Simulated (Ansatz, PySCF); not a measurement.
The PySCF input:
```python
from pyscf import gto, scf, dft

mol = gto.Mole()
mol.atom = '''
    C    -0.564234    0.088603   -0.223175
    C     0.586430   -0.102227    0.147197
    H    -1.630514    0.300239   -0.275456
    H     1.497337   -0.218495    0.731325
'''
mol.basis = '6-311g**'
mol.charge = 1
mol.spin = 1
mol.verbose = 4
mol.build()

mf = dft.UKS(mol)
mf.xc = 'r2scan'
mf.grids.atom_grid = (99, 590)
mf.grids.prune = None
mf.kernel()
```

Q: Give the equivalent Ansatz (a program for electronic structure) input.

A: Several could match; the one computed here: 
Ansatz 0.2 input:
```yaml
crystal:
  periodic: [false, false, false]
  atoms:
    - {symbol: C, position_ang: [-0.56423433, 0.08860303, -0.22317502]}
    - {symbol: C, position_ang: [0.58643044, -0.10222711, 0.14719686]}
    - {symbol: H, position_ang: [-1.63051420, 0.30023900, -0.27545639]}
    - {symbol: H, position_ang: [1.49733749, -0.21849453, 0.73132537]}
basis:
  gaussian:
    orbitals: 6-311G__.json
hamiltonian:
  xc: r2scan
total_charge: 1
magnetization: {spin_polarized: true, initial_magnetization: 1}
accuracy: high
```
The basis file holds 6-311G** in the JSON format of the Basis Set Exchange.

Both were run: PySCF gave -76.880622 Eh and Ansatz -76.880619 Eh, 0.002 mEh apart.
